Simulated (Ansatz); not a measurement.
The inner images of a band of Cl4FH2STa (9 atoms, charge 0, multiplicity 1) are given out of order.

All numbers below come from RHF/def2-SVP (Ansatz 0.2.0).

Initial state:

```xyz
9
Properties=species:S:1:pos:R:3
Ta -0.166 0.059 0.185
F 1.662 0.480 0.258
Cl -0.229 0.467 2.497
Cl 0.274 -0.893 -1.929
Cl -1.008 2.052 -0.526
Cl -2.119 -1.230 0.345
S 1.042 -2.447 1.163
H 1.131 -3.140 0.025
H 2.316 -2.043 1.153
```

Final state:

```xyz
9
Properties=species:S:1:pos:R:3
Ta -0.379 -0.460 0.301
F 2.053 0.182 0.409
Cl -0.296 0.123 2.565
Cl 0.208 -1.179 -1.856
Cl -0.351 1.775 -0.359
Cl -2.580 -1.010 0.198
S 0.763 -2.475 1.142
H 0.948 -3.146 0.003
H 2.536 -0.505 0.768
```

Q: Put them in order from the first end to the last, with their energies above the first end.
A.
```xyz
9
Properties=species:S:1:pos:R:3
Ta -0.352 -0.406 0.293
F 1.966 0.103 0.384
Cl -0.264 0.206 2.547
Cl 0.176 -1.175 -1.858
Cl -0.437 1.808 -0.417
Cl -2.522 -1.057 0.280
S 0.908 -2.412 1.162
H 1.216 -3.045 0.028
H 2.211 -0.715 0.751
```
B.
```xyz
9
Properties=species:S:1:pos:R:3
Ta -0.371 -0.439 0.299
F 2.014 0.142 0.397
Cl -0.282 0.160 2.558
Cl 0.186 -1.178 -1.858
Cl -0.381 1.786 -0.386
Cl -2.562 -1.027 0.240
S 0.826 -2.444 1.148
H 1.093 -3.082 0.007
H 2.378 -0.614 0.767
```
C.
```xyz
9
Properties=species:S:1:pos:R:3
Ta -0.282 -0.285 0.246
F 1.811 0.098 0.412
Cl -0.345 0.235 2.524
Cl 0.231 -1.185 -1.859
Cl -0.549 1.871 -0.494
Cl -2.411 -1.119 0.231
S 1.122 -2.332 1.203
H 1.374 -3.011 0.081
H 1.949 -0.966 0.827
```
D.
```xyz
9
Properties=species:S:1:pos:R:3
Ta -0.212 -0.067 0.202
F 1.644 0.312 0.282
Cl -0.287 0.265 2.528
Cl 0.187 -1.125 -1.869
Cl -0.728 2.025 -0.521
Cl -2.325 -1.074 0.285
S 1.120 -2.410 1.182
H 1.355 -3.055 0.038
H 2.147 -1.567 1.044
```
E.
```xyz
9
Properties=species:S:1:pos:R:3
Ta -0.226 -0.171 0.226
F 1.683 0.225 0.342
Cl -0.334 0.225 2.536
Cl 0.215 -1.174 -1.861
Cl -0.601 1.942 -0.499
Cl -2.372 -1.094 0.244
S 1.164 -2.347 1.199
H 1.379 -3.013 0.062
H 1.993 -1.287 0.923
```
F.
```xyz
9
Properties=species:S:1:pos:R:3
Ta -0.196 0.007 0.184
F 1.648 0.384 0.241
Cl -0.228 0.355 2.509
Cl 0.188 -1.012 -1.908
Cl -0.880 2.061 -0.519
Cl -2.243 -1.123 0.333
S 1.062 -2.448 1.148
H 1.306 -3.092 0.004
H 2.244 -1.827 1.180
```
G.
```xyz
9
Properties=species:S:1:pos:R:3
Ta -0.321 -0.353 0.276
F 1.901 0.068 0.395
Cl -0.281 0.237 2.536
Cl 0.184 -1.181 -1.857
Cl -0.501 1.843 -0.458
Cl -2.462 -1.088 0.285
S 1.016 -2.377 1.183
H 1.310 -3.028 0.054
H 2.055 -0.816 0.758
```

A: F (+0.03 eV), D (+0.18 eV), E (+0.67 eV), C (+1.52 eV), G (+1.27 eV), A (+1.07 eV), B (+0.99 eV).

Run time: 6.5 min on 4 threads of Arm Neoverse V2 (shared host), peak memory 0.52 GiB.
